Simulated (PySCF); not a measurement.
# Computed records: Al3H2O, Al2ClO, AlBH3OSi, CH2Al2O

All values are calculated (PySCF 2.14.0). Calculation on a computer-drawn molecule: optimised geometry and harmonic frequencies of an isolated molecule of the commonest isotopes, restricted reference for singlets and unrestricted otherwise, frozen core in MP2.

Common to all runs: basis cc-pV(D+d)Z.

(1) Al3H2O

Start structure:
```xyz
6
Al3H2O
O     -4.1312     1.2972    -4.7096
Al    -2.8601     1.3548    -3.7962
Al    -0.7189     1.4551    -2.2490
Al     1.5001     1.5614    -0.6442
H      1.1373     1.3199     0.8499
H      2.7891     1.8475    -1.4684
```

* charge: 1
* multiplicity: 1
* method: MP2
* rotational constants: 119.3, 0.7575, 0.7527 GHz
* total energy: -801.8456 hartree
* convergence status largest gradient component: 2.244e-05 hartree/bohr

Drawn bonds:
| atom | other atom | order |
| --- | --- | --- |
| 1 | 2 | 2 |
| 2 | 3 | 1 |
| 3 | 4 | 1 |
| 4 | 5 | 1 |
| 4 | 6 | 1 |

Optimised structure:
```xyz
6
Al3H2O
O     -4.1712     1.2947    -4.7398
Al    -2.8437     1.3559    -3.7836
Al    -0.7073     1.4565    -2.2396
Al     1.5012     1.5615    -0.6433
H      1.1420     1.3195     0.8556
H      2.7953     1.8478    -1.4667
```

Modes:
| frequency (cm⁻¹) | reduced mass (dalton) |
| --- | --- |
| 51.58 | 10.03 |
| 52.91 | 13.78 |
| 119 | 9.498 |
| 129.2 | 16.75 |
| 194.4 | 13.89 |
| 376.5 | 1.16 |
| 383.4 | 23.19 |
| 539.2 | 1.132 |
| 711.3 | 1.056 |
| 1012 | 19.1 |
| 2029 | 1.017 |
| 2076 | 1.069 |

(2) Al2ClO

Start structure:
```xyz
4
Al2ClO
O      0.1954     4.6275    -1.0341
Al    -0.7601     3.3186    -1.2538
Al    -2.0550     0.9302    -1.3218
Cl    -1.3277    -0.6612    -0.3655
```

- charge: 0
- multiplicity: 2
- method: HF
- rotational constants: 14.61, 1.125, 1.044 GHz
- total energy: -1018.2425 hartree
- spin squared: 0.7764
- convergence status largest gradient component: 1.559e-05 hartree/bohr

Drawn bonds:
| atom | other atom | order |
| --- | --- | --- |
| 1 | 2 | 2 |
| 2 | 3 | 1 |
| 3 | 4 | 1 |

Optimised structure:
```xyz
4
Al2ClO
O      0.0787     4.6387    -1.1184
Al    -0.6264     3.2300    -1.1299
Al    -2.0693     1.0307    -1.3647
Cl    -1.3303    -0.6843    -0.3622
```

Modes:
| frequency (cm⁻¹) | reduced mass (dalton) |
| --- | --- |
| 74.94 | 23.29 |
| 125.7 | 21.25 |
| 169.4 | 23.85 |
| 288.3 | 24.82 |
| 528.6 | 29.68 |
| 1187 | 19.04 |

(3) AlBH3OSi

Start structure:
```xyz
7
AlBH3OSi
O     -1.2408     3.6493     2.9227
Al    -1.0266     2.1162     2.7422
B     -0.8742     0.1745     2.4919
Si    -0.5961    -1.7935     2.2933
H     -0.4650    -2.4465     3.6476
H      0.6133    -2.2330     1.5650
H     -1.7200    -2.4817     1.6238
```

* charge: 0
* multiplicity: 2
* method: HF
* rotational constants: 85.67, 1.166, 1.166 GHz
* total energy: -632.0457 hartree
* spin squared: 0.7618
* convergence status largest gradient component: 2.313e-05 hartree/bohr

Drawn bonds:
| atom | other atom | order |
| --- | --- | --- |
| 1 | 2 | 2 |
| 2 | 3 | 1 |
| 3 | 4 | 1 |
| 4 | 5 | 1 |
| 4 | 6 | 1 |
| 4 | 7 | 1 |

Optimised structure:
```xyz
7
AlBH3OSi
O     -1.2367     3.7016     2.9546
Al    -1.0585     2.1516     2.7458
B     -0.8238     0.1124     2.4698
Si    -0.5916    -1.8772     2.2843
H     -0.4869    -2.3747     3.6781
H      0.6397    -2.2206     1.5383
H     -1.7516    -2.5078     1.6155
```

Modes:
| frequency (cm⁻¹) | reduced mass (dalton) |
| --- | --- |
| 34.96 | 5.576 |
| 107.4 | 6.993 |
| 195.1 | 16.08 |
| 254 | 4.358 |
| 327.3 | 10.66 |
| 450.1 | 1.157 |
| 596.3 | 1.415 |
| 885.3 | 8.662 |
| 982.3 | 1.051 |
| 985.8 | 1.119 |
| 1037 | 1.039 |
| 1210 | 18.61 |
| 2302 | 1.041 |
| 2314 | 1.051 |
| 2320 | 1.027 |

(4) CH2Al2O

Start structure:
```xyz
6
CH2Al2O
O      1.6762    -1.5136     1.6088
Al     0.5745    -1.3126     0.4213
C     -0.7760    -0.8113    -0.9218
Al    -0.5326    -2.6624    -1.6090
H     -1.6834    -0.4803    -0.4870
H     -0.3690     0.0764    -1.5292
```

* charge: 0
* multiplicity: 1
* method: HF
* rotational constants: 22.8, 1.739, 1.632 GHz
* total energy: -597.7016 hartree
* convergence status largest gradient component: 2.301e-05 hartree/bohr

Drawn bonds:
| atom | other atom | order |
| --- | --- | --- |
| 1 | 2 | 2 |
| 2 | 3 | 1 |
| 3 | 4 | 1 |
| 3 | 5 | 1 |
| 3 | 6 | 1 |

Optimised structure:
```xyz
6
CH2Al2O
O      1.6869    -1.2872     1.7623
Al     0.6467    -1.1096     0.5917
C     -0.6055    -0.9789    -0.8593
Al    -1.0017    -2.5164    -2.1091
H     -1.5684    -0.6747    -0.4145
H     -0.2683    -0.1371    -1.4879
```

Modes:
| frequency (cm⁻¹) | reduced mass (dalton) |
| --- | --- |
| 100.2 | 13.84 |
| 196.1 | 3.823 |
| 245.8 | 15.83 |
| 438.3 | 1.56 |
| 484.2 | 5.958 |
| 669.5 | 2.558 |
| 842.4 | 1.065 |
| 888.4 | 1.67 |
| 1206 | 18.34 |
| 1438 | 1.093 |
| 3096 | 1.057 |
| 3154 | 1.099 |

(5) CH2Al2O

Start structure:
```xyz
6
CH2Al2O
O      1.6869    -1.2872     1.7623
Al     0.6467    -1.1096     0.5917
C     -0.6055    -0.9789    -0.8593
Al    -1.0017    -2.5164    -2.1091
H     -1.5684    -0.6747    -0.4145
H     -0.2683    -0.1371    -1.4879
```

* charge: 0
* multiplicity: 1
* method: MP2
* rotational constants: 20.49, 1.759, 1.637 GHz
* total energy: -598.1499 hartree
* convergence status largest gradient component: 2.202e-05 hartree/bohr

Drawn bonds:
| atom | other atom | order |
| --- | --- | --- |
| 1 | 2 | 2 |
| 2 | 3 | 1 |
| 3 | 4 | 1 |
| 3 | 5 | 1 |
| 3 | 6 | 1 |

Optimised structure:
```xyz
6
CH2Al2O
O      1.7187    -1.3278     1.7806
Al     0.6355    -1.1030     0.5813
C     -0.6277    -0.9614    -0.8775
Al    -0.9637    -2.5450    -2.0774
H     -1.5947    -0.6555    -0.4184
H     -0.2783    -0.1111    -1.5054
```

Modes:
| frequency (cm⁻¹) | reduced mass (dalton) |
| --- | --- |
| 86.95 | 14.43 |
| 166.7 | 4.172 |
| 209.1 | 14.98 |
| 380.3 | 1.476 |
| 479.1 | 5.837 |
| 635.2 | 2.233 |
| 771.3 | 1.065 |
| 804.5 | 1.864 |
| 1058 | 18.31 |
| 1324 | 1.093 |
| 3025 | 1.057 |
| 3101 | 1.1 |
